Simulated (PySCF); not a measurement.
**Spinor energies of Pt³⁺ (platinum, charge +3)**

Start: [Xe] 4f14 5d6 6p1; 5d3/2 filled at m_j = +3/2; 5d5/2 filled at m_j = -3/2, -1/2, +1/2, +3/2, +5/2; 6p3/2 filled at m_j = +3/2. Calculated with PySCF 2.14 in x2c-TZVPall-2c with one added diffuse shell each of s, p, d type (12s12p11d2f, 117 functions): generalised Hartree-Fock with the X2C-1e Hamiltonian and a Gaussian nucleus; spin-orbit coupling (SO) screened by Boettger's factors. This is a chosen level, not necessarily the ground level.

```
spinor shell  electrons  ε, screened SO (eV)  weight of nominal j (screened SO)  rms radius, screened SO (bohr)
       1s1/2          2             -78844.6                              1.000                          0.0194
       2s1/2          2             -14031.9                              1.000                          0.0782
       2p1/2          2             -13427.5                              1.000                          0.0663
       2p3/2          4             -11692.8                              1.000                          0.0741
       3s1/2          2              -3394.6                              1.000                           0.200
       3p1/2          2              -3124.1                              1.000                           0.191
       3p3/2          4              -2736.9                              1.000                           0.207
       3d3/2          4              -2291.8                              1.000                           0.182
       3d5/2          6              -2208.6                              1.000                           0.186
       4s1/2          2              -797.83                              1.000                           0.441
       4p1/2          2              -682.02                              1.000                           0.447
       4p3/2          4              -588.50                              1.000                           0.480
       4d3/2          4              -398.51                              0.999                           0.496
       4d5/2          6              -380.21                              0.999                           0.508
       5s1/2          2              -160.86                              1.000                            1.02
       4f5/2          6              -134.92                              0.987                           0.563
       4f7/2          8              -131.24                              0.990                           0.563
       5p1/2          2              -122.74                              0.962                            1.10
       5p3/2          4              -103.76                              0.981                            1.18
       5d5/2          5              -52.076                              0.450                            1.53
       5d3/2          1              -47.987                              0.617                            1.54
       6p3/2          1              -27.174                              1.000                            3.14
```

| quantity | screened SO |
| --- | --- |
| E (hartree) | -18424.11626 |
| M_J | 11/2 |
| ⟨J²⟩ | 35.783 |
| ⟨L²⟩ | 13.333 |
| ⟨S²⟩ | 8.203 |

Each row is a mean over spinors that exchange with the open shell spreads, by up to 9.634 eV (5p3/2).

Rows whose weight is well below 1 are mixtures of j = l ± 1/2: exchange outweighs spin-orbit coupling there, and the label is only the starting occupation.

Breit and QED terms are absent; they matter most for the inner s and p1/2 levels.

Densities and radii are taken from the X2C orbitals without a picture-change correction, which distorts them close to the nucleus.
